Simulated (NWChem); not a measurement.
System: SiF2, singlet; SMILES [Si](F)F

Input file for NWChem:

```
start job
memory heap 200 mb stack 900 mb global 1100 mb
geometry units angstroms noautosym nocenter noautoz
  Si     0.000000     0.000000     0.583705
  F      1.265861     0.000000    -0.466400
  F     -1.265861     0.000000    -0.466400
end
basis spherical
  Si library 6-31g*
  F library 6-31g*
end
dft
  xc b3lyp
  iterations 150
end
property
  response 1 0.0773
end
task dft property
```

Excerpt of the output:

```
             Northwest Computational Chemistry Package (NWChem) 7.3.0
             --------------------------------------------------------

                             Geometry "geometry" -> ""
                             -------------------------

 Output coordinates in angstroms (scale by  1.889725989 to convert to a.u.)

  No.       Tag          Charge          X              Y              Z
 ---- ---------------- ---------- -------------- -------------- --------------
    1 Si                  14.0000     0.00000000     0.00000000     0.58370500
    2 F                    9.0000     1.26586100     0.00000000    -0.46640000
    3 F                    9.0000    -1.26586100     0.00000000    -0.46640000

 Effective nuclear repulsion energy (a.u.)      98.0094563090

                              NWChem Property Module
                              ----------------------

                                 NWChem DFT Module
                                 -----------------

 Summary of "ao basis" -> "ao basis" (spherical)
 ------------------------------------------------------------------------------
       Tag                 Description            Shells   Functions and Types
 ---------------- ------------------------------  ------  ---------------------
 Si                          6-31g*                  8       18   4s3p1d
 F                           6-31g*                  6       14   3s2p1d

            General Information
            -------------------
          SCF calculation type: DFT
          Wavefunction type:  closed shell.
          No. of atoms     :     3
          No. of electrons :    32
           Alpha electrons :    16
            Beta electrons :    16
          Charge           :     0
          Spin multiplicity:     1
          Use of symmetry is: off; symmetry adaption is: off
          Maximum number of iterations: 150
          AO basis - number of functions:    46
                     number of shells:    20
          Convergence on energy requested:  1.00D-06
          Convergence on density requested:  1.00D-05
          Convergence on gradient requested:  5.00D-04

              XC Information
              --------------
                         B3LYP Method XC Potential
                     Hartree-Fock (Exact) Exchange  0.200
                        Slater Exchange Functional  0.800 local
                    Becke 1988 Exchange Functional  0.720 non-local
              Lee-Yang-Parr Correlation Functional  0.810
                  VWN I RPA Correlation Functional  0.190 local

             Grid Information
             ----------------
          Grid used for XC integration:  medium
          Radial quadrature: Mura-Knowles
          Angular quadrature: Lebedev.
          Tag              B.-S. Rad. Rad. Pts. Rad. Cut. Ang. Pts.
          ---              ---------- --------- --------- ---------
          Si                  1.10       88           6.0       590
          F                   0.50       49           7.0       434
          Grid pruning is: on
          Number of quadrature shells:   186
          Spatial weights used:  Erf1

      Superposition of Atomic Density Guess
      -------------------------------------

 Sum of atomic energies:        -487.56197157

      Non-variational initial energy
      ------------------------------

 Total energy =    -487.661453
 1-e energy   =    -874.065341
 2-e energy   =     288.394432
 HOMO         =      -0.318880
 LUMO         =      -0.025924

   convergence    iter        energy       DeltaE   RMS-Dens  Diis-err
 ---------------- ----- ----------------- --------- --------- ---------
 d= 0,ls=0.0,diis     1   -489.1676358830 -5.87D+02  2.88D-02  7.33D-01
 d= 0,ls=0.0,diis     2   -489.0259271938  1.42D-01  1.52D-02  2.57D+00
 d= 0,ls=0.0,diis     3   -489.2529775280 -2.27D-01  1.49D-03  3.25D-03
 d= 0,ls=0.0,diis     4   -489.2532797573 -3.02D-04  3.57D-04  3.09D-04
 d= 0,ls=0.0,diis     5   -489.2533178615 -3.81D-05  2.26D-05  6.17D-07
 d= 0,ls=0.0,diis     6   -489.2533179543 -9.28D-08  3.08D-06  1.60D-08

         Total DFT energy =     -489.253317954305
      One electron energy =     -875.420517393130
           Coulomb energy =      330.073998323680
    Exchange-Corr. energy =      -41.916255193888
 Nuclear repulsion energy =       98.009456309032

 Numeric. integr. density =       31.999996424336

                       DFT Final Molecular Orbital Analysis
                       ------------------------------------

 Vector   14  Occ=2.000000D+00  E=-4.160810D-01
              MO Center= -8.4D-07, -7.4D-10, -4.4D-01, r^2= 2.0D+00
   Bfn.  Coefficient  Atom+Function         Bfn.  Coefficient  Atom+Function
  ----- ------------  ---------------      ----- ------------  ---------------
    22      0.463600  2 F  py                36     -0.463601  3 F  py
    26      0.339286  2 F  py                40     -0.339287  3 F  py
    14      0.065145  1 Si d -2

 Vector   15  Occ=2.000000D+00  E=-4.029997D-01
              MO Center= -5.7D-07,  5.0D-10, -4.2D-01, r^2= 2.1D+00
   Bfn.  Coefficient  Atom+Function         Bfn.  Coefficient  Atom+Function
  ----- ------------  ---------------      ----- ------------  ---------------
    21      0.386833  2 F  px                35      0.386834  3 F  px
    23      0.271771  2 F  pz                37     -0.271771  3 F  pz
    25      0.266777  2 F  px                39      0.266778  3 F  px
    27      0.193744  2 F  pz                41     -0.193744  3 F  pz
    11      0.093040  1 Si px                17     -0.040429  1 Si d  1

 Vector   16  Occ=2.000000D+00  E=-2.951391D-01
              MO Center= -2.8D-08, -8.1D-09,  8.0D-01, r^2= 2.1D+00
   Bfn.  Coefficient  Atom+Function         Bfn.  Coefficient  Atom+Function
  ----- ------------  ---------------      ----- ------------  ---------------
    10      0.470533  1 Si s                  6      0.454675  1 Si s
     9      0.347285  1 Si pz                23     -0.238898  2 F  pz
    37     -0.238898  3 F  pz                 2     -0.219619  1 Si s
    27     -0.183112  2 F  pz                41     -0.183112  3 F  pz
     5     -0.136674  1 Si pz                21      0.097782  2 F  px

 Vector   17  Occ=0.000000D+00  E=-8.239820D-02
              MO Center= -4.9D-09,  1.0D-08,  5.6D-01, r^2= 2.6D+00
   Bfn.  Coefficient  Atom+Function         Bfn.  Coefficient  Atom+Function
  ----- ------------  ---------------      ----- ------------  ---------------
     8      0.607818  1 Si py                12      0.517173  1 Si py
     4     -0.216287  1 Si py                22     -0.205635  2 F  py
    36     -0.205635  3 F  py                26     -0.191115  2 F  py
    40     -0.191115  3 F  py                15      0.042151  1 Si d -1

 Vector   18  Occ=0.000000D+00  E= 1.513128D-02
              MO Center=  6.9D-09,  8.5D-10,  8.2D-01, r^2= 3.6D+00
   Bfn.  Coefficient  Atom+Function         Bfn.  Coefficient  Atom+Function
  ----- ------------  ---------------      ----- ------------  ---------------
    11      0.883928  1 Si px                 7      0.407320  1 Si px
    24     -0.337790  2 F  s                 38      0.337790  3 F  s
    23     -0.163889  2 F  pz                37      0.163889  3 F  pz
    27     -0.154803  2 F  pz                41      0.154803  3 F  pz
     3     -0.152528  1 Si px                17     -0.124864  1 Si d  1

 Vector   19  Occ=0.000000D+00  E= 5.047622D-02
              MO Center= -1.7D-08, -9.2D-09,  1.2D-01, r^2= 3.7D+00
   Bfn.  Coefficient  Atom+Function         Bfn.  Coefficient  Atom+Function
  ----- ------------  ---------------      ----- ------------  ---------------
    13      0.914275  1 Si pz                10     -0.553660  1 Si s
    24      0.417382  2 F  s                 38      0.417382  3 F  s
     9      0.308742  1 Si pz                25     -0.192012  2 F  px
    39      0.192012  3 F  px                21     -0.173893  2 F  px
    35      0.173894  3 F  px                 5     -0.119116  1 Si pz

     Multipole analysis of the density
     ---------------------------------

     L   x y z        total         alpha         beta         nuclear
     -   - - -        -----         -----         ----         -------
     0   0 0 0     -0.000000    -16.000000    -16.000000     32.000000

     1   1 0 0     -0.000000     -0.000000     -0.000000      0.000000
     1   0 1 0      0.000000      0.000000      0.000000      0.000000
     1   0 0 1      0.459767      0.440900      0.440900     -0.422033

     2   2 0 0    -18.331344    -60.666264    -60.666264    103.001184
     2   1 1 0     -0.000000     -0.000000     -0.000000      0.000000
     2   1 0 1      0.000000      0.000000      0.000000      0.000000
     2   0 2 0    -14.370767     -7.185383     -7.185383      0.000000
     2   0 1 1      0.000000      0.000000      0.000000      0.000000
     2   0 0 2    -17.041398    -24.028907    -24.028907     31.016417

 *** CALLING NEW AORESP DRIVER FOR CLOSED AND OPEN SHELLS ***
 Entering AOResponse driver routine

--------------------------------------------------------------------------------

          -----------------------------------------------
          Solving response equations for perturbing field
          -----------------------------------------------

[...]

 DFT Linear Response polarizability / au
 Frequency  =       0.0773000 / au
 Wavelength =     589.4353558 / nm
              X              Y              Z
 -----------------------------------------------
 X      27.4791347      0.0000001     -0.0000001
 Y       0.0000001     25.6794760     -0.0000001
 Z      -0.0000001     -0.0000001     22.1291086
 -----------------------------------------------
 Eigenvalues =      27.4791347     25.6794760     22.1291086
 Isotropic   =      25.0959064
 Anisotropic =       4.7152231
 -----------------------------------------------

 Magnetic Dipole Response Matrix (nonzero elements):

 Exiting AOResponse driver routine
```

Level: B3LYP/6-31G* (spherical d). Low-valent species are run as closed-shell singlets; no triplet was tried in these runs. Coordinates come from a PBE-D3(BJ)/def2-SVP optimisation.
